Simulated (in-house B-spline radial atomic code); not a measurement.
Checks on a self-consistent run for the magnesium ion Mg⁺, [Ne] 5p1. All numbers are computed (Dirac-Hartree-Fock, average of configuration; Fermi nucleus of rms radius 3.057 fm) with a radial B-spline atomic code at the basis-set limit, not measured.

```
orbital        q     ε (Eh)     <1/r>       <r²>  small-component weight
  1s1/2        2  -49.76330    11.641  0.0228602               0.0017946
  2s1/2        2   -4.39649   2.11529   0.568495              0.00023327
  2p1/2        2   -2.91349   1.96543   0.586074               0.0002083
  2p3/2        4   -2.90188   1.95798   0.589469              0.00020742
  5p1/2  0.33333   -0.10770  0.104153    204.857              3.4075e-06
  5p3/2  0.66667   -0.10764   0.10407    205.108              3.4047e-06
```

Electron-electron repulsion V_ee = 73.3960 hartree.

Q: What total energy follows from the eigenvalues?

A: The eigenvalues count the repulsion twice, so E = Σqε - V_ee = -125.862 - 73.396 = -199.258 hartree; the run printed -199.258.

Q: Does the Dirac virial theorem hold?

A: For a point nucleus E = -2c²Σq·w, with w the small-component weight. Here Σq·w = 0.0053054 and c = 137.0360, so the ratio E/(-2c²Σq·w) is 1.000001.

Q: What diamagnetic shielding (Lamb formula) and susceptibility (Langevin formula) do the radii give?

A: σ = (α²/3)Σq<1/r> = 39.3794/(3·137.036²) = 699 ppm, and χ = -0.79199×10⁻⁶·Σq<r²> = -166.1×10⁻⁶ cm³/mol with Σq<r²> = 209.74 bohr². Both are non-relativistic formulas without the paramagnetism of open shells.
